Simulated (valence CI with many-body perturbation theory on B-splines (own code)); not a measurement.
## E1 line list for Fe¹³⁺

Calculated by configuration interaction combined with many-body perturbation theory (CI+MBPT): three valence electrons over a frozen Dirac-Fock core [Ne], radial functions for each j: 11 s, 11 p, 10 d, 8 f, 5 g, 2 h, with the one-electron correlation potential Σ1, the two-electron term Σ2, the three-electron term Σ3, Breit, model QED; selected CI, second order for the rest, scaled by the run's own slope (own B-spline code, finite nucleus).

No measured spectrum was set against this ion. As an estimate, levels of excited configurations hold to 0.05 to 0.15 % of their energy, terms of the ground configuration to about 0.5 %.

Lines 201 to 250 of 561 in falling wavelength, among levels below 1866500 cm⁻¹, chosen from the strongest by gf and those to the six lowest levels. Wavelengths and rates use the calculated energies, so an error of 300 cm⁻¹ moves a line at 27.40 nm by 0.082 % and its rate by three times that or more. Electric multipoles are in the length gauge, E1 and E2 with the static RPA response of the core. Weak lines are less certain than strong ones. Lines between different terms over intervals too small for the method are left out, as are lines whose strength nearly cancels. Where a level lies close to another of its J and parity, the split of strength between their lines is uncertain. The highest levels of a list are the least certain.

Names give the largest LS component (configuration and term), which can be under half, so a name can repeat, a term be missing and a line seem to break the LS rules; names also repeat where a configuration has a term twice. Letters in brackets count levels of one name in rising energy.

| λ vac (nm) | Upper | Lower | A (s⁻¹) | S (a.u.) with core polarisation | S without |
| --- | --- | --- | --- | --- | --- |
| 27.40 | 3s.3p2 2S_1/2 | 3s2.3p 2P°_1/2 | 1.79e+10 | 3.62e-01 | 3.76e-01 |
| 27.33 | 3s.3p.3d 2P°_3/2 [b] | 3s2.3d 2D_5/2 | 1.92e+10 | 7.74e-01 | 8.03e-01 |
| 27.29 | 3s.3p.3d 2P°_1/2 [b] | 3s2.3d 2D_3/2 | 2.77e+10 | 5.55e-01 | 5.75e-01 |
| 27.12 | 3s.3p.3d 2P°_3/2 [c] | 3s2.3d 2D_5/2 | 8.30e+09 | 3.27e-01 | 3.39e-01 |
| 27.06 | 3s.3p.3d 2D°_5/2 [b] | 3s2.3d 2D_5/2 | 1.90e+10 | 1.12e+00 | 1.16e+00 |
| 27.03 | 3p.3d2 2F°_7/2 [a] | 3p2.3d 2D_5/2 [a] | 6.14e+09 | 4.79e-01 | 4.96e-01 |
| 27.03 | 3s.3p2 2P_1/2 | 3s2.3p 2P°_3/2 | 2.10e+10 | 4.09e-01 | 4.25e-01 |
| 26.97 | 3s.3p.3d 2P°_3/2 [c] | 3s2.3d 2D_3/2 | 1.76e+10 | 6.82e-01 | 7.07e-01 |
| 26.93 | 3p2.3d 2P_3/2 [b] | 3s.3p.3d 2D°_3/2 | 4.51e+09 | 1.74e-01 | 1.80e-01 |
| 26.51 | 3p.3d2 2F°_5/2 [a] | 3p2.3d 2G_7/2 | 2.65e+09 | 1.46e-01 | 1.51e-01 |
| 26.45 | 3s.3p2 2P_3/2 | 3s2.3p 2P°_3/2 | 3.28e+10 | 1.20e+00 | 1.24e+00 |
| 26.42 | 3s.3d2 2D_3/2 | 3s.3p.3d 2F°_5/2 [b] | 7.10e+09 | 2.59e-01 | 2.67e-01 |
| 26.40 | 3p2.3d 2D_5/2 [b] | 3s.3p.3d 2D°_5/2 [a] | 4.20e+09 | 2.29e-01 | 2.37e-01 |
| 26.37 | 3s.3d2 2G_7/2 | 3s.3p.3d 2F°_5/2 [b] | 3.30e+10 | 2.39e+00 | 2.47e+00 |
| 26.21 | 3p.3d2 2D°_5/2 [c] | 3s.3d2 2D_5/2 | 5.01e+09 | 2.67e-01 | 2.77e-01 |
| 26.21 | 3s.3d2 2D_5/2 | 3s.3p.3d 2F°_7/2 [b] | 5.64e+09 | 3.01e-01 | 3.11e-01 |
| 26.18 | 3p.3d2 2F°_7/2 [c] | 3p2.3d 2D_5/2 [c] | 2.40e+10 | 1.70e+00 | 1.76e+00 |
| 26.18 | 3p.3d2 2P°_3/2 [a] | 3p2.3d 2S_1/2 | 4.68e+09 | 1.66e-01 | 1.72e-01 |
| 26.16 | 3p.3d2 2D°_3/2 [c] | 3s.3d2 2D_3/2 | 5.64e+09 | 1.99e-01 | 2.06e-01 |
| 26.15 | 3s.3d2 2G_9/2 | 3s.3p.3d 2F°_7/2 [b] | 3.52e+10 | 3.11e+00 | 3.21e+00 |
| 26.11 | 3p2.3d 2F_5/2 [b] | 3s.3p.3d 2D°_3/2 | 1.03e+10 | 5.45e-01 | 5.64e-01 |
| 26.09 | 3p.3d2 2F°_7/2 [a] | 3p2.3d 2G_9/2 | 3.86e+09 | 2.70e-01 | 2.79e-01 |
| 26.08 | 3p.3d2 2P°_3/2 [a] | 3p2.3d 2P_3/2 [b] | 5.83e+09 | 2.04e-01 | 2.11e-01 |
| 26.07 | 3p.3d2 2F°_5/2 [c] | 3p2.3d 2D_3/2 [c] | 3.34e+10 | 1.75e+00 | 1.81e+00 |
| 26.06 | 3s.3d2 2D_3/2 | 3s.3p.3d 2P°_1/2 [a] | 5.57e+09 | 1.95e-01 | 2.01e-01 |
| 25.82 | 3p2.3d 2F_7/2 [a] | 3p3 2D°_5/2 | 3.17e+09 | 2.15e-01 | 2.23e-01 |
| 25.81 | 3p2.3d 2F_7/2 [b] | 3s.3p.3d 2D°_5/2 [a] | 1.18e+10 | 8.04e-01 | 8.32e-01 |
| 25.79 | 3d3 4F_3/2 | 3p.3d2 4D°_1/2 [b] | 1.29e+10 | 4.35e-01 | 4.50e-01 |
| 25.72 | 3s.3p2 2P_1/2 | 3s2.3p 2P°_1/2 | 1.30e+10 | 2.18e-01 | 2.26e-01 |
| 25.70 | 3d3 4F_5/2 | 3p.3d2 4D°_3/2 [b] | 1.54e+10 | 7.77e-01 | 8.03e-01 |
| 25.69 | 3p.3d2 2P°_1/2 [a] | 3p2.3d 2S_1/2 | 1.17e+10 | 1.96e-01 | 2.03e-01 |
| 25.63 | 3d3 4F_7/2 | 3p.3d2 4D°_5/2 [b] | 1.93e+10 | 1.28e+00 | 1.32e+00 |
| 25.59 | 3s.3p.3d 4P°_5/2 | 3s.3p2 2D_3/2 | 4.59e+07 | 2.28e-03 | 2.37e-03 |
| 25.52 | 3d3 4F_9/2 | 3p.3d2 4D°_7/2 [b] | 2.34e+10 | 1.92e+00 | 1.99e+00 |
| 25.52 | 3s.3d2 2D_5/2 | 3s.3p.3d 2P°_3/2 [a] | 7.07e+09 | 3.48e-01 | 3.60e-01 |
| 25.43 | 3s.3p.3d 4D°_3/2 | 3s.3p2 2D_3/2 | 5.14e+08 | 1.67e-02 | 1.73e-02 |
| 25.38 | 3p.3d2 2P°_3/2 [a] | 3p2.3d 2D_3/2 [b] | 4.69e+09 | 1.51e-01 | 1.56e-01 |
| 25.32 | 3p.3d2 2F°_7/2 [b] | 3p2.3d 2F_7/2 [b] | 1.04e+10 | 6.69e-01 | 6.92e-01 |
| 25.31 | 3p.3d2 2G°_7/2 [b] | 3p2.3d 2D_5/2 [c] | 1.17e+10 | 7.49e-01 | 7.74e-01 |
| 25.20 | 3s.3p2 2P_3/2 | 3s2.3p 2P°_1/2 | 7.49e+09 | 2.37e-01 | 2.46e-01 |
| 25.19 | 3p.3d2 4G°_5/2 | 3p2.3d 4F_3/2 | 7.65e+09 | 3.62e-01 | 3.74e-01 |
| 25.18 | 3p.3d2 4G°_7/2 | 3p2.3d 4F_5/2 | 7.52e+09 | 4.74e-01 | 4.90e-01 |
| 25.17 | 3p.3d2 4G°_9/2 | 3p2.3d 4F_7/2 | 7.44e+09 | 5.86e-01 | 6.06e-01 |
| 25.15 | 3p.3d2 2F°_5/2 [b] | 3p2.3d 2F_5/2 [b] | 7.87e+09 | 3.71e-01 | 3.84e-01 |
| 25.07 | 3p.3d2 4G°_11/2 | 3p2.3d 4F_9/2 | 8.32e+09 | 7.77e-01 | 8.03e-01 |
| 25.05 | 3s.3d2 2F_5/2 | 3s.3p.3d 2D°_5/2 [b] | 3.93e+09 | 1.83e-01 | 1.89e-01 |
| 25.04 | 3p2.3d 4P_5/2 | 3p3 2P°_3/2 | 5.49e+09 | 2.55e-01 | 2.64e-01 |
| 24.99 | 3s.3d2 2F_5/2 | 3s.3p.3d 2P°_3/2 [c] | 1.90e+10 | 8.80e-01 | 9.10e-01 |
| 24.97 | 3s.3d2 2F_7/2 | 3s.3p.3d 2D°_5/2 [b] | 4.51e+10 | 2.77e+00 | 2.87e+00 |
| 24.92 | 3p.3d2 2F°_5/2 [b] | 3p2.3d 2D_5/2 [b] | 4.11e+09 | 1.88e-01 | 1.95e-01 |
